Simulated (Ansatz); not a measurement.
Consider the ligand exchange at the Sn–S bond: `[OH][Sn][SH]` + CH₃OH → `C[O][Sn][OH]` + H₂S.

Gas-phase electronic energies from Ansatz, PBE0-D4/def2-TZVP geometries. CBS: MP2 limit from def2 TZ/QZ plus the TZ coupled-cluster correction, frozen cores. This one scheme is used for every species. DFT in def2-TZVPP. Elements past krypton have def2 core potentials. For Sn outer-core shells are correlated without core-valence functions, which leaves a few kJ/mol of doubt a bond. Each species was taken in one conformer, which may not be the lowest.

```
     level  ΔE (kcal/mol)
 revPBE-D4            6.8
r2SCAN0-D4            7.8
  PBE-QIDH            7.7
   r2SCANh            7.2
```

Task: What does CCSD(T)/CBS give? (Best estimate.)

Result: Ansatz gave: +5.9 kcal/mol. The listed levels differ from it by 0.9, 1.9, 1.8, 1.3 kcal/mol.

Largest T1 diagnostic among the species: 0.017.

From r2SCAN to r2SCAN0 (25 % exact exchange), in def2-TZVPP and without D4, ΔE moves by +1.3 kcal/mol. At CCSD(T), def2-SVP lies −1.5 kcal/mol from the extrapolated value and def2-TZVPP −0.4 kcal/mol. In def2-TZVPP, CCSD(T) changes the Hartree–Fock value by −2.4 kcal/mol (the triples alone add −0.2 kcal/mol) and MP2 by −2.1 kcal/mol.
